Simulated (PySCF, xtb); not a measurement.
2-butanone (C4H8O), SMILES CCC(C)=O. The values are those of a single conformer.

Harmonic wavenumbers (cm⁻¹) from GFN2-xTB in xtb at its own minimum, in rising order: 61, 110, 202, 232, 381, 511, 577, 809, 834, 958, 965, 1038, 1077, 1095, 1190, 1235, 1295, 1366, 1407, 1449, 1460, 1468, 1497, 1499, 1778, 2993, 3000, 3018, 3034, 3039, 3040, 3046, 3058.

What does PBE0-D3(BJ)/def2-SVP run with PySCF 2.14.0 give at its own minimum? (The exact figures need the calculation; the answer reports its results.)

27, 139, 228, 235, 389, 532, 594, 779, 803, 932, 966, 1021, 1099, 1105, 1217, 1272, 1334, 1372, 1388, 1427, 1446, 1455, 1470, 1481, 1870, 3056, 3058, 3073, 3139, 3145, 3156, 3165, 3198. Paired by order, the mean absolute difference is 41 cm⁻¹ and the zero-point energies are 69.7 and 70.9 kcal/mol.
